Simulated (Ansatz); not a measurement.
Geometry optimisation, Ansatz, RKS CAM-B3LYP/STO-3G.

Input:

```yaml
crystal:
  periodic: [false, false, false]
  atoms:
    - { symbol: O, position_ang: [-2.3619, -1.3936, -0.3126] }
    - { symbol: Al, position_ang: [-0.8041, -1.6926, 0.4845] }
    - { symbol: C, position_ang: [0.538, -0.227, 0.6218] }
    - { symbol: C, position_ang: [0.949, 0.514, -0.654] }
    - { symbol: C, position_ang: [0.2862, 1.6727, 0.0665] }
    - { symbol: O, position_ang: [0.0295, 0.936, 1.2401] }
    - { symbol: H, position_ang: [-2.2255, -1.5474, -1.2771] }
    - { symbol: H, position_ang: [-0.4432, -3.1305, 1.0461] }
    - { symbol: H, position_ang: [1.4987, -0.5363, 1.2054] }
    - { symbol: H, position_ang: [1.9666, 0.6163, -0.8171] }
    - { symbol: H, position_ang: [0.2527, 0.19, -1.5028] }
    - { symbol: H, position_ang: [-0.6428, 2.0534, -0.3555] }
    - { symbol: H, position_ang: [0.9774, 2.5102, 0.2695] }
basis:
  gaussian: { orbitals: STO-3G }
hamiltonian:
  xc: cam_b3lyp
relax:
  f_tol: 0.02
  max_steps: 50
```

Run as:

```bash
$ ansatz run input.yaml --threads 1 --pin off --max-ram 2048MiB --backend cpu --events-out ev --progress --plain --runs-dir out
```

Question: Where does it end, and by what steps?

Answer: The run converged. Limits of this set-up: minimal basis. After 10 steps the energy has fallen by 1.481 eV; H7 moved furthest, 0.78 Å.

```
step  energy less start (eV)  largest force component (eV/Å)  accepted
   0                  0.0000                           5.369       yes
   1                 -0.9277                           1.915       yes
   2                 -1.0509                           2.293       yes
   3                 -1.1627                           2.482       yes
   4                 -1.4119                           1.003       yes
   5                 -1.4675                           0.274       yes
   6                 -1.2181                           1.809        no
   7                 -1.4800                           0.100       yes
   8                 -1.4804                           0.059       yes
   9                 -1.4806                           0.021       yes
  10                 -1.4807                           0.013       yes
```

```xyz
13
Properties=species:S:1:pos:R:3
O -2.016 -1.753 -0.552
Al -0.726 -1.837 0.529
C 0.516 -0.356 0.601
C 0.815 0.475 -0.696
C 0.230 1.696 0.070
O -0.079 0.869 1.267
H -1.960 -0.861 -1.034
H -0.624 -3.065 1.362
H 1.464 -0.617 1.116
H 1.876 0.566 -0.962
H 0.245 0.192 -1.593
H -0.676 2.151 -0.379
H 0.956 2.505 0.287
```

Whether the end is a true minimum wasn't checked by a vibrational analysis.

Run time: 53 s on 1 thread of Intel(R) Xeon(R) Platinum 8259CL CPU @ 2.50GHz (Skylake/Cascade Lake) (shared host), peak memory 0.15 GiB.
